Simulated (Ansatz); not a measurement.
This geometry of ClGaH2 + H2 (6 atoms, charge 0, multiplicity 1) is a first-order saddle point.

These are results of Ansatz, RKS PBE0/def2-SVP, not measurements.

```xyz
6
Properties=species:S:1:pos:R:3
Ga 0.016 -0.344 -0.141
Cl 0.016 0.029 2.371
H 1.428 0.095 -0.623
H -1.419 0.023 -0.614
H 0.058 -1.859 0.597
H 0.045 -1.226 1.583
```

Task: Which two structures does it join? (They come from a converged band through this point; their orientation in space is the band's.)

Result: Bonds broken: H5–H6. Bonds formed: Ga1–H5, Cl2–H6. ClGaH2 + H2 becomes ClGaH4.

Image 0:

```xyz
6
Properties=species:S:1:pos:R:3
Ga 0.002 0.174 0.160
Cl -0.013 0.823 2.227
H 1.414 0.072 -0.492
H -1.404 -0.012 -0.487
H 0.077 -2.307 0.526
H 0.069 -2.031 1.240
```

Image 10:

```xyz
6
Properties=species:S:1:pos:R:3
Ga 0.020 -0.454 -0.376
Cl 0.012 -0.050 2.368
H 1.361 0.317 -0.648
H -1.366 0.236 -0.644
H 0.066 -2.010 -0.113
H 0.051 -1.320 2.587
```

Task: How far does it lie above each of them?

Result: 1.12 eV above the first and 0.20 eV above the second. This is the barrier of this one path; another mechanism may lie lower. The orbitals stay closed-shell, which can raise the energy where a bond breaks towards radicals; this wasn't checked here.

The run took 2.9 min on 2 threads of Intel(R) Xeon(R) Platinum 8259CL CPU @ 2.50GHz (Skylake/Cascade Lake) (shared host), peak memory 0.17 GiB.
